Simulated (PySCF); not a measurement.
Compound: 4H-thiopyran-4-one, C5H4OS.
Atom-mapped SMILES: `[O:1]=[c:2]1[cH:3][cH:4][s:5][cH:6][cH:7]1` (hydrogens: H8 on C3; H9 on C4; H10 on C6; H11 on C7)

The same species was optimised twice, with GFN2-xTB and with PBE0-D3(BJ)/def2-SVP (PySCF), and the same property calculations (PySCF, gas phase) were run on both structures.

```tsv
coordinate	GFN2-xTB	PBE0-D3(BJ)/def2-SVP	change
C6–C7 (Å)	1.338	1.350	+0.012
C3–C4 (Å)	1.338	1.350	+0.012
C2–C7 (Å)	1.462	1.469	+0.007
C2–C3 (Å)	1.462	1.469	+0.007
S5–C6 (Å)	1.727	1.725	-0.002
O1=C2 (Å)	1.222	1.221	-0.001
C4–S5 (Å)	1.727	1.726	-0.001
S5–C6–C7 (°)	125.3	125.7	+0.4
C3–C4–S5 (°)	125.3	125.7	+0.4
C2–C7–C6 (°)	125.7	125.4	-0.3
C2–C3–C4 (°)	125.7	125.4	-0.3
O1–C2–C7 (°)	121.7	121.8	+0.1
O1–C2–C3 (°)	121.8	121.7	-0.1
C4–S5–C6 (°)	101.4	101.3	-0.1
C3–C2–C7 (°)	116.5	116.5	0.0
```

Rotational constants: A = 5066, B = 1912, C = 1388 MHz (GFN2-xTB) against A = 5035, B = 1896, C = 1377 MHz (PBE0-D3(BJ)/def2-SVP). Point groups within 0.08 Å: C2v and C2v.

On the GFN2-xTB structure: lowest singlet, TDDFT (eV) 3.98 [CAM-B3LYP/def2-SVPD]; lowest triplet, Tamm–Dancoff (eV) 3.24 [CAM-B3LYP/def2-SVPD]; isotropic polarisability (au) 79.8 [CAM-B3LYP/def2-SVPD]; HOMO (eV) -8.23 [CAM-B3LYP/def2-SVPD]; LUMO (eV) -0.64 [CAM-B3LYP/def2-SVPD]; dipole (D) 4.16 [CAM-B3LYP/def2-SVPD]; HOMO (eV) -7.06 [PBE0/pcSseg-1]; LUMO (eV) -1.64 [PBE0/pcSseg-1]; dipole (D) 3.87 [PBE0/pcSseg-1]; GIAO shielding of O1 (ppm) -259.9 [PBE0/pcSseg-1]; GIAO shielding of C2 (ppm) 8.0 [PBE0/pcSseg-1]; GIAO shielding of C3/C7 (mean) (ppm) 47.4 [PBE0/pcSseg-1]; GIAO shielding of C4/C6 (mean) (ppm) 44.4 [PBE0/pcSseg-1]; GIAO shielding of S5 (ppm) 380.8 [PBE0/pcSseg-1].

Problem. What do these properties become on the PBE0-D3(BJ)/def2-SVP structure?

Solution. 
```csv
property,level,on GFN2-xTB,on PBE0-D3(BJ)/def2-SVP,change
"lowest singlet, TDDFT (eV)",CAM-B3LYP/def2-SVPD,3.98,3.99,+0.01
"lowest triplet, Tamm–Dancoff (eV)",CAM-B3LYP/def2-SVPD,3.24,3.22,-0.02
isotropic polarisability (au),CAM-B3LYP/def2-SVPD,79.8,80.6,+0.8
HOMO (eV),CAM-B3LYP/def2-SVPD,-8.23,-8.22,+0.01
LUMO (eV),CAM-B3LYP/def2-SVPD,-0.64,-0.65,-0.01
dipole (D),CAM-B3LYP/def2-SVPD,4.16,4.17,+0.01
"energy, GFN2-xTB geometry as zero (kcal/mol)",CAM-B3LYP/def2-SVPD,0.0,-0.3,-0.3
HOMO (eV),PBE0/pcSseg-1,-7.06,-7.05,+0.01
LUMO (eV),PBE0/pcSseg-1,-1.64,-1.64,0.00
dipole (D),PBE0/pcSseg-1,3.87,3.89,+0.02
"energy, GFN2-xTB geometry as zero (kcal/mol)",PBE0/pcSseg-1,0.0,-0.1,-0.1
GIAO shielding of O1 (ppm),PBE0/pcSseg-1,-259.9,-255.8,+4.1
GIAO shielding of C2 (ppm),PBE0/pcSseg-1,8.0,8.1,+0.1
GIAO shielding of C3/C7 (mean) (ppm),PBE0/pcSseg-1,47.4,44.5,-2.9
GIAO shielding of C4/C6 (mean) (ppm),PBE0/pcSseg-1,44.4,42.5,-1.9
GIAO shielding of S5 (ppm),PBE0/pcSseg-1,380.8,376.0,-4.8
```

The heavy atoms differ by 0.008 Å rms after alignment. Among bonds between heavy atoms C3–C4 and C6–C7 change most and about equally (+0.012 Å). Changes are differences of the printed values. Neither structure is proved a minimum here.
